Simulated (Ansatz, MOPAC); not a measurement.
**SiH3I (SMILES [SiH3]I): methods side by side**

SiH3I, singlet, SMILES `[SiH3]I`. Each level relaxes the structure for itself.

Quantity: the highest harmonic wavenumber at each level's own minimum, in cm⁻¹. The values are calculated.

```json
{"level": "MNDO", "kind": "semi-empirical", "program": "MOPAC", "value (cm⁻¹)": "2383"}
{"level": "PM6-D3", "kind": "semi-empirical", "program": "MOPAC", "value (cm⁻¹)": "2104"}
{"level": "PM6-DH+", "kind": "semi-empirical", "program": "MOPAC", "value (cm⁻¹)": "2100"}
{"level": "PM7", "kind": "semi-empirical", "program": "MOPAC", "value (cm⁻¹)": "2305"}
{"level": "SVWN5/def2-TZVP (core potential)", "kind": "LDA", "program": "Ansatz", "value (cm⁻¹)": "2193"}
{"level": "PBE-D3(BJ)/def2-TZVP (core potential)", "kind": "GGA", "program": "Ansatz", "value (cm⁻¹)": "2197"}
{"level": "r2SCAN/def2-TZVP (core potential)", "kind": "meta-GGA", "program": "Ansatz", "value (cm⁻¹)": "2255"}
{"level": "PBE0-D4/def2-TZVP (core potential)", "kind": "global hybrid", "program": "Ansatz", "value (cm⁻¹)": "2261"}
{"level": "B3LYP-D4/def2-TZVP (core potential)", "kind": "global hybrid", "program": "Ansatz", "value (cm⁻¹)": "2263"}
{"level": "wB97X-V/def2-TZVP (core potential)", "kind": "range-separated hybrid", "program": "Ansatz", "value (cm⁻¹)": "2288"}
```

Harmonic and unscaled. The values span 2100 to 2383 cm⁻¹.
